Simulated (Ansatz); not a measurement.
Basis-set extrapolation for `C1O[SiH2][SiH2]S1` (PBE0-D4/def2-TZVP geometry, frozen core, the Gaussian-basis code of Ansatz). Multiplicity 1, RHF reference.

```
                       def2-TZVPP    def2-QZVPP
                 HF  -1091.751796  -1091.786415
    MP2 correlation     -0.816379     -0.880859
CCSD(T) correlation     -0.909532       not run
```

Energies in hartree. Use E(X) = E(∞) + A·exp(−7.88·√X) for Hartree–Fock and E(X) = E(∞) + B·X^(−2.97) for correlation, with X = 3 and 4, and add CCSD(T) minus MP2 of the smaller set to the MP2 limit.

What is the CCSD(T) energy at the basis-set limit?

HF limit: -1091.786415 + (-0.034619) × 0.13774 = -1091.79118. MP2 limit: -0.880859 + (-0.064480) × 0.74074 = -0.92862. Higher-order term: -0.909532 − (-0.816379) = -0.09315. Total: -1092.81295 hartree, 4.13 eV below CCSD(T)/def2-TZVPP.
